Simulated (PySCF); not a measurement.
How methods differ on the ionisation energy of C(2+)

C(2+) [He] 2s2 (1S) → C(3+) [He] 2s1 (2S), as a difference of total energies. Calculation: PySCF 2.14, in dyall-av2z; no relativity, point nucleus. Correlated levels: valence: 1s2 frozen; virtual orbitals above 40 to 60 times the deepest correlated orbital energy dropped. The calculations carry no spin-orbit coupling.

```json
{"method": "UHF", "ionisation energy (eV)": "45.779", "error (eV)": "-2.109"}
{"method": "LDA", "ionisation energy (eV)": "46.950", "error (eV)": "-0.938"}
{"method": "PBE", "ionisation energy (eV)": "47.103", "error (eV)": "-0.785"}
{"method": "PBE0", "ionisation energy (eV)": "47.039", "error (eV)": "-0.849"}
{"method": "r2SCAN", "ionisation energy (eV)": "46.624", "error (eV)": "-1.264"}
{"method": "B97-3", "ionisation energy (eV)": "47.178", "error (eV)": "-0.710"}
{"method": "M06", "ionisation energy (eV)": "46.965", "error (eV)": "-0.923"}
{"method": "B3LYP", "ionisation energy (eV)": "47.231", "error (eV)": "-0.657"}
{"method": "PBEsol", "ionisation energy (eV)": "46.823", "error (eV)": "-1.065"}
{"method": "MP2 (valence)", "ionisation energy (eV)": "46.947", "error (eV)": "-0.941"}
{"method": "SCS-MP2 (valence)", "ionisation energy (eV)": "47.180", "error (eV)": "-0.708"}
```

Reference: 47.888 eV (measured; NIST Atomic Spectra Database, ionization energies).

Errors of the correlated levels include the incompleteness of this basis and the frozen core.

MP2 underrates the near-degeneracy of ns² with np² in the lower species.
